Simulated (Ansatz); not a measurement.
`O=CB(F)[SiH3]` + H₂O → `O=CB(O)[SiH3]` + H–F  (formal hydrolysis of a B–F bond)

Program: Ansatz. Geometries: PBE0-D4/def2-TZVP. ΔE: electronic, gas phase. CCSD(T)/CBS is the MP2 limit (def2-TZVPP, def2-QZVPP) plus CCSD(T) − MP2 in def2-TZVPP, frozen cores. This one scheme is used for every species. Functionals use def2-TZVPP. B3LYP here is the variant with VWN-RPA as its local correlation; programs differ in this. Each species was taken in one conformer, which may not be the lowest.

```tsv
species	B3LYP-D4 energy (Eh)
`O=CB(F)[SiH3]`	-530.07848
H₂O	-76.46698
`O=CB(O)[SiH3]`	-506.05801
H–F	-100.49283
```

Question: Work out ΔE.

Answer: ΔE = (-506.05801) + (-100.49283) − (-530.07848) − (-76.46698) = -0.00538 Eh = -14.1 kJ/mol. CCSD(T)/CBS gives -16.8 kJ/mol.

Largest T1 diagnostic among the species: 0.016.

At CCSD(T), def2-SVP lies −5.7 kJ/mol from the extrapolated value and def2-TZVPP −0.1 kJ/mol. Leaving LDA and LC-ωPBE aside and taking each functional with its dispersion term where it has one, the values, not all of them listed here, spread over 9.9 kJ/mol, from revPBE-D4 to BHLYP-D4. LDA lies −11.4 kJ/mol from PBE without D4.
